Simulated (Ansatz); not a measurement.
Born–Oppenheimer molecular dynamics of BBrH$_{4}$Se (7 atoms, charge 0, multiplicity 1). It starts at the highest image of a converged band, a first-order saddle point between two minima.

These are results of Ansatz 0.2.0, RHF/def2-SVP, not measurements.

| Property | Result |
| --- | --- |
| ensemble | NVE (velocity Verlet) |
| time step | 0.5 fs |
| steps asked | 200 |
| starting velocities drawn for | 100 K |
| seed | 5310 |

Frames 5 fs apart, positions in Å, forces in eV/Å.

Velocities at 20.0 fs (Å/ps):

```
B 6.31 1.22 -8.98
Br -1.33 0.08 2.29
H 12.45 -0.37 -3.85
H -2.49 7.44 -2.06
H -1.73 28.85 67.36
Se 0.52 -0.84 -1.85
H -10.62 10.03 -1.77
```

```xyz
7
Properties=species:S:1:pos:R:3:forces:R:3 time_fs=20.0 energy_less_start_eV=-0.354 T=649
B -0.210 -0.736 -0.261 0.57 0.09 -0.31
Br -0.725 0.177 1.926 1.62 1.89 0.96
H -1.288 -0.613 -0.711 -0.37 0.04 -0.30
H 0.198 -1.777 0.126 0.12 -0.25 -0.06
H 0.507 1.107 1.729 -2.29 -1.67 0.52
Se 1.212 0.605 -0.684 0.14 0.16 -0.89
H 0.342 1.675 -1.192 0.20 -0.26 0.09
7
Properties=species:S:1:pos:R:3:forces:R:3 time_fs=25.0 energy_less_start_eV=-0.660 T=1118
B -0.172 -0.728 -0.310 -0.07 -0.29 -0.48
Br -0.730 0.180 1.939 -2.01 -0.94 1.22
H -1.276 -0.608 -0.764 0.19 0.02 0.07
H 0.206 -1.779 0.113 0.07 0.02 -0.14
H 0.275 1.079 2.098 1.24 1.05 0.13
Se 1.214 0.601 -0.695 0.39 0.36 -0.85
H 0.334 1.670 -1.180 0.19 -0.22 0.04
7
Properties=species:S:1:pos:R:3:forces:R:3 time_fs=30.0 energy_less_start_eV=-0.638 T=1086
B -0.134 -0.727 -0.368 -0.14 -0.67 -0.46
Br -0.739 0.181 1.956 -0.10 1.05 2.10
H -1.241 -0.595 -0.809 0.11 0.04 0.17
H 0.231 -1.783 0.069 0.00 0.16 -0.13
H 0.180 1.178 2.519 -0.80 -1.04 -0.78
Se 1.219 0.598 -0.709 1.32 -0.06 -0.60
H 0.352 1.637 -1.166 -0.39 0.53 -0.29
7
Properties=species:S:1:pos:R:3:forces:R:3 time_fs=35.0 energy_less_start_eV=-0.641 T=1090
B -0.099 -0.739 -0.437 0.06 -0.29 -0.45
Br -0.750 0.185 1.978 -0.12 1.15 2.41
H -1.198 -0.571 -0.822 -0.44 0.03 -0.03
H 0.264 -1.769 0.002 0.14 -0.39 0.09
H 0.025 1.151 2.786 -0.75 -1.13 -1.10
Se 1.226 0.596 -0.724 0.60 1.17 -1.11
H 0.320 1.677 -1.200 0.50 -0.54 0.19
7
Properties=species:S:1:pos:R:3:forces:R:3 time_fs=40.0 energy_less_start_eV=-0.689 T=1166
B -0.064 -0.760 -0.515 -0.64 -0.74 -0.22
Br -0.762 0.190 2.006 -1.88 -1.40 -0.43
H -1.217 -0.549 -0.831 0.49 -0.24 0.14
H 0.318 -1.813 -0.061 -0.17 0.29 -0.28
H -0.220 0.983 2.935 1.13 1.47 1.66
Se 1.236 0.597 -0.742 1.35 0.23 -0.67
H 0.366 1.637 -1.211 -0.29 0.39 -0.20
7
Properties=species:S:1:pos:R:3:forces:R:3 time_fs=45.0 energy_less_start_eV=-0.661 T=1124
B -0.040 -0.794 -0.599 0.25 0.08 0.03
Br -0.779 0.193 2.036 0.25 1.59 3.25
H -1.171 -0.572 -0.820 -0.50 -0.05 -0.25
H 0.346 -1.824 -0.174 0.12 -0.40 -0.04
H -0.299 1.002 3.260 -0.84 -1.52 -2.24
Se 1.250 0.598 -0.763 0.70 0.33 -0.79
H 0.373 1.654 -1.253 0.02 -0.04 0.04
7
Properties=species:S:1:pos:R:3:forces:R:3 time_fs=50.0 energy_less_start_eV=-0.831 T=1387
B -0.014 -0.829 -0.682 -0.24 -0.05 0.16
Br -0.796 0.199 2.073 -1.17 -1.32 -2.14
H -1.188 -0.617 -0.855 0.35 -0.13 -0.17
H 0.390 -1.896 -0.309 -0.02 0.14 -0.19
H -0.512 0.773 3.224 0.72 1.40 2.94
Se 1.265 0.601 -0.786 0.09 0.35 -0.84
H 0.378 1.670 -1.289 0.27 -0.38 0.25
7
Properties=species:S:1:pos:R:3:forces:R:3 time_fs=55.0 energy_less_start_eV=-0.945 T=1562
B 0.010 -0.864 -0.761 0.31 0.04 0.04
Br -0.815 0.204 2.108 -0.04 0.82 2.59
H -1.157 -0.686 -0.934 0.03 0.05 -0.16
H 0.436 -1.950 -0.480 0.02 0.18 -0.06
H -0.655 0.681 3.523 -0.27 -0.75 -2.02
Se 1.282 0.604 -0.811 0.52 -0.96 -0.23
H 0.417 1.631 -1.282 -0.57 0.60 -0.17
7
Properties=species:S:1:pos:R:3:forces:R:3 time_fs=60.0 energy_less_start_eV=-1.113 T=1819
B 0.039 -0.897 -0.841 0.51 0.58 -0.32
Br -0.835 0.210 2.148 -0.15 0.25 1.00
H -1.118 -0.744 -1.049 -0.16 0.14 -0.05
H 0.492 -1.974 -0.663 0.19 -0.23 0.19
H -0.822 0.501 3.550 -0.06 -0.19 -0.59
Se 1.299 0.605 -0.838 -0.71 -0.05 -0.56
H 0.372 1.675 -1.289 0.38 -0.50 0.32
7
Properties=species:S:1:pos:R:3:forces:R:3 time_fs=65.0 energy_less_start_eV=-1.175 T=1914
B 0.079 -0.920 -0.927 0.31 0.02 -0.45
Br -0.855 0.217 2.190 0.04 0.06 -0.54
H -1.097 -0.773 -1.171 0.44 0.02 0.17
H 0.576 -2.020 -0.807 -0.21 0.48 0.15
H -1.026 0.271 3.561 -0.17 -0.02 0.81
Se 1.315 0.606 -0.866 -0.24 -0.73 -0.16
H 0.380 1.644 -1.240 -0.17 0.17 0.03
7
Properties=species:S:1:pos:R:3:forces:R:3 time_fs=70.0 energy_less_start_eV=-1.050 T=1726
B 0.128 -0.939 -1.022 0.72 0.79 -0.20
Br -0.875 0.223 2.231 -0.65 -0.24 2.81
H -1.012 -0.792 -1.264 -0.47 0.08 -0.03
H 0.632 -1.996 -0.915 0.18 -0.43 0.16
H -1.238 0.066 3.715 0.59 0.26 -2.64
Se 1.330 0.604 -0.894 -0.24 -0.62 -0.09
H 0.359 1.640 -1.176 -0.13 0.16 -0.01
7
Properties=species:S:1:pos:R:3:forces:R:3 time_fs=75.0 energy_less_start_eV=-1.108 T=1818
B 0.190 -0.944 -1.122 -0.09 0.02 0.02
Br -0.896 0.230 2.278 1.33 0.96 -3.16
H -0.986 -0.799 -1.355 0.38 -0.10 0.06
H 0.708 -2.025 -0.989 -0.14 0.29 -0.08
H -1.371 -0.114 3.449 -1.37 -0.96 3.28
Se 1.344 0.601 -0.923 -0.60 0.29 -0.18
H 0.319 1.660 -1.113 0.50 -0.51 0.06
```

Of the whole run (100 fs, mean temperature of the second half 1816 K): The conserved energy stayed within 0.33 meV per atom of its start (net change 0.17 meV per atom), so the integration is sound. The system heated up, since it started high on the potential surface and ran downhill. A run of 0.1 ps of so small a system gives no equilibrium averages. The orbitals stay closed-shell, which can raise the energy where a bond breaks towards radicals; this wasn't checked here.

Time of the run: 4.9 min on 2 threads of Arm Neoverse V1 (shared host), peak memory 0.21 GiB.
